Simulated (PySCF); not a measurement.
**A series of derivatives of C1C[SiH2]C1**

Parent skeleton `[CH2:1]1[CH2:2][SiH2:3][CH2:4]1`; one hydrogen on atom 2 is replaced by X. Hydrogens on one atom are averaged.

PySCF calculation with GFN2-xTB geometry and shieldings: GIAO PBE0/pcSseg-1; isolated molecule, one conformer, non-relativistic Hamiltonian.

Chemical shifts δ = σref − σ; ¹³C, ²⁹Si, ¹H vs TMS, all at this level.

Parent (X = H): C1 22.6, C2 10.0, Si3 -30.8, C4 10.0, H(C1) 2.39, H(C2) 1.55, H(Si3) 4.88, H(C4) 1.55 ppm. Effects are Δδ = δ(X) − δ(H), positive for deshielding.

Task: Order these by the shift of Si3, most shielded first.
A. X = NHCH3
B. X = CH2Cl
C. X = 4-pyridyl
D. X = cPr
E. X = 2-furyl
F. X = cPent

Result: D (-9.6 ppm), A (-5.7 ppm), B (-4.0 ppm), F (+0.1 ppm), E (+3.6 ppm), C (+13.2 ppm).

Task: Order these by the shift of H(C2), most shielded first.
A. X = cPent
B. X = CH2Cl
C. X = 4-pyridyl
D. X = NMe2
E. X = NHCH3
F. X = 2-furyl

Result: A (+0.16 ppm), B (+0.55 ppm), D (+0.77 ppm), E (+1.33 ppm), C (+1.52 ppm), F (+1.69 ppm).

Task: Order these by the shift of H(C1), most shielded first.
A. X = 4-pyridyl
B. X = NHCH3
C. X = CH2Cl

Result: B (-0.09 ppm), C (+0.08 ppm), A (+0.33 ppm).
